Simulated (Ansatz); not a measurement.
## Ligand exchange: InH2I + SiH3(OH) → InH2(OH) + SiH3I

Species: InH2I `[InH2][I]`, singlet; SiH3(OH) (silanol), singlet; InH2(OH), singlet; SiH3I `[SiH3]I`, singlet. The partners trade I for OH: In–I and Si–OH bonds give way to In–OH and Si–I.

Shapes, held fixed at every level: PBE0-D4/def2-TZVP. Programs: Ansatz 0.2.0. The zero-point and thermal change to 298 K, harmonic and unscaled (PBE0-D4/def2-TZVP), is -2.4 kJ/mol.

```csv
level,kind,ΔH(298 K) (kJ/mol),less CCSD(T)/def2-TZVPP
HF/def2-SVP,Hartree–Fock,+146.5,+30.1
SPW92/def2-TZVPP,LDA,+108.3,-8.1
r2SCAN-D4/def2-TZVPP,meta-GGA,+114.3,-2.1
B2PLYP/def2-TZVPP,double hybrid,+118.1,+1.7
MP2/def2-SVP,perturbation theory,+121.1,+4.7
CCSD/def2-TZVPP,coupled cluster or CI,+121.0,+4.6
CCSD(T)/def2-TZVPP,coupled cluster or CI,+116.4,0.0
```

The highest level, CCSD(T)/def2-TZVPP, gives ΔH(298 K) = +116.4 kJ/mol; the levels span +108.3 to +146.5. The column of differences is taken from that level and isn't an error. No measured value is set beside it here. For atoms past krypton def2 sets carry core potentials with scalar relativity. Correlated rows may include outer-core shells of I, In, which these sets cover unevenly.
